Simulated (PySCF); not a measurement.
BeCl$_{2}$, charge -1, doublet, at a GFN2-xTB geometry (such geometries of metal compounds can be far from the true shape) (a state made from the parent by changing its charge; the spin is typed, not shown lowest) (in this run its highest filled SCF level lies above zero, so its values depend strongly on the basis, on diffuse functions most of all), atoms displaced at random by about 0.1 Å a coordinate. Base run: HF/STO-3G run with PySCF.

The PySCF input:
```python
from pyscf import gto, scf
from pyscf.geomopt import geometric_solver

mol = gto.Mole()
mol.atom = '''
    Be    0.442879   -0.480775    0.558895
    Cl    1.182923    0.416829   -1.275284
    Cl   -1.245181   -0.141027    1.096895
'''
mol.basis = 'sto-3g'
mol.charge = -1
mol.spin = 1
mol.verbose = 3
mol.build()

def method(m):
    mf = scf.UHF(m)
    return mf

conv, mol_eq = geometric_solver.kernel(method(mol), maxsteps=100)
print('optimisation converged:', conv)
print(mol_eq.tostring(format='xyz'))
mf = method(mol_eq)
mf.kernel()
```

Each row names what was changed in the base input (with any setting that the change needs).

```
change                           ΔE vs base (kcal/mol)  optimiser steps
-------------------------------  ---------------------  ---------------
base                                             0.000                6
convergence_set = GAU_LOOSE                      0.000                6
trust = 0.5                                      0.000                6
convergence_set = GAU_TIGHT                      0.000                7
trust = 0.02                                     0.000                8
convergence_set = GAU_VERYTIGHT                  0.000                8
convergence_set = TURBOMOLE                      0.000                7
```

Open shells are given as the SCF converged; they aren't shown to be the lowest states, and a large step between rows can be another state.
